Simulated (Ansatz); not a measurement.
Isolated molecules relaxed with PBE0-D4/def2-TZVP in Ansatz; ΔE leaves out vibrations. CBS: MP2 limit from def2 TZ/QZ plus the TZ coupled-cluster correction, frozen cores. DFT in def2-TZVPP. B3LYP here is the variant with VWN-RPA as its local correlation; programs differ in this. One conformer a species, not always the lowest.

Consider the ligand exchange at a B–N bond: `BN[SiH]([SiH3])S` + `[OH][Al]([Cl])[Cl]` → `B[O][Al]([Cl])[Cl]` + `N[SiH]([SiH3])S`.

Q: Is it downhill or uphill in electronic energy at CCSD(T)/CBS, and by how much? (An estimate is asked.)

A: The calculation gave: Uphill: ΔE = +0.09 eV.

Q: What do these levels give: PBE-D4, ωB97X-V, r2SCAN, PBE0, B3LYP, CCSD(T)/def2-TZVPP? (Best estimate.)

A: Ansatz gave: PBE-D4 0.15, ωB97X-V 0.07, r2SCAN 0.07, PBE0 0.08, B3LYP 0.00, CCSD(T)/def2-TZVPP 0.11 eV.

Largest T1 diagnostic among the species: 0.013.

The D4 term adds +0.05 eV with B3LYP and +0.03 eV with PBE0; it sums over pairs of atoms, weighted by their polarisabilities, and B3LYP, whose exchange is more repulsive, gets the larger term. In def2-TZVPP, CCSD(T) changes the Hartree–Fock value by +0.25 eV (the triples alone add +0.04 eV) and MP2 by +0.27 eV.
